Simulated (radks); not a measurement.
The numbers below are computed, except where a source is named.
Valence configurations of Br III (all share [Ar]). Level of theory: scalar-relativistic Kohn-Sham, PBEsol, spin-polarised, spherical densities, point nucleus; open shells are filled with parallel spins first (a radial shooting solver on a logarithmic mesh with Libxc functionals). Energies are relative to 3d10 4s2 4p3; eigenvalues in eV for spin up.

valence,E (eV),moment (Bohr magnetons),e(3d),e(4p),e(4s)
3d10 4s2 4p3,0.000,3,-90.749,-29.426,-43.054
3d10 4p5,29.618,1,-93.863,-30.052,-
3d10 4s1 4p4,13.655,3,-92.349,-30.143,-43.970
3d9 4s2 4p4,68.802,3,-104.91,-31.455,-45.953
3d8 4s2 4p5,147.38,3,-119.51,-33.404,-48.718
3d9 4s1 4p5,83.208,3,-106.41,-32.126,-46.803
3d9 4p6,99.062,1,-107.72,-31.891,-

NIST lists [Ar] 3d10 4s2 4p3 as the ground configuration; this level of theory agrees among the configurations tried. The energies are those of spherical high-spin densities, not of single terms.
